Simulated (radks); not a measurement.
Values are calculated unless marked as measured or tabulated.
Excited configurations of Bi III: one electron is placed in a higher orbital outside [Hg]. The ground configuration is [Hg] 6p1. Code: a radial shooting solver on a logarithmic mesh with Libxc functionals. Model: Dirac Kohn-Sham, LDA (Slater exchange, Perdew-Wang correlation), spin-unpolarised, spherical densities, point nucleus; open shells are shared between the two j in proportion to 2j + 1. Excitation = E - E(ground); binding = E(ion) - E, where the ion is the core of charge +3; n* = 3/sqrt(2 binding) in atomic units, and the quantum defect is n - n*. Eigenvalue and <r> are those of j = l + 1/2.

outer orbital  excitation (eV)  binding (eV)     n*  eigenvalue (eV)
5f                      15.209         8.720  3.747           -6.564
6d                      11.070        12.859  3.086          -10.234
6f                      18.019         5.910  4.552           -4.802
7s                      10.000        13.930  2.965          -11.854
7p                      13.013        10.916  3.349           -9.032
7d                      16.552         7.377  4.074           -6.169
7f                      19.818         4.112  5.457           -3.460

The Delta-SCF ionisation energy is 23.929 eV (NIST Atomic Spectra Database: 25.571 eV, measured). Self-interaction in the functional shifts the binding energies and quantum defects, so they are the method's values and not measured ones. Spin polarisation and multiplet splitting are left out, so open shells lie too high by an amount that depends on their filling. Sharing an open shell by 2j + 1 raises it above the true ground level by a part of the spin-orbit splitting, which enters the differences from NIST.

Beside tabulated values, note that spin-unpolarised runs miss the spin-polarisation part of the exchange energy of open shells.
